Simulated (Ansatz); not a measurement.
A made-up structure of BH2Te, doublet:

| atom | x (Å) | y (Å) | z (Å) |
| --- | --- | --- | --- |
| B1 | -0.0942 | -0.8709 | 0.2748 |
| Te2 | 0.4067 | 1.1138 | -0.0681 |
| H3 | 0.8985 | 1.7761 | 1.4069 |
| H4 | -0.7082 | 1.3649 | -1.2780 |

It is relaxed with PBE-D4/def2-SVP and then PBE0-D4/def2-TZVP (Ansatz 0.2.0). Atoms count as bonded within 1.22 times the sum of their covalent radii (H–H: 0.88 Å). The end point is not checked to be a true minimum.

Task: Does its bonding change? (Judge from chemistry; the calculation decides.)

Result: By the calculation: Yes. Formed: B1–H4; broken: Te2–H4.

Where it ends: The first stage lowers the energy by 4.33 eV in 13 steps. It ends as BH₂Te ([BH][TeH]):
```csv
atom,x (Å),y (Å),z (Å)
B1,-0.4929,0.2260,-0.1911
Te2,0.9204,1.7278,0.0426
H3,1.0854,1.5529,1.6892
H4,-1.0101,-0.1228,-1.2051
```

Labels in which every atom is bracketed show which atoms are joined, not bond orders.

For scale, one of the runs: PBE0-D4/def2-TZVP relaxation, 93 basis functions, launched by `ansatz run in.yaml --threads 2 --pin off --events-out ev --progress --plain --max-ram 4352MiB`. The run took about 8.5 s on 2 CPU threads of an Arm Neoverse V2 (shared host).
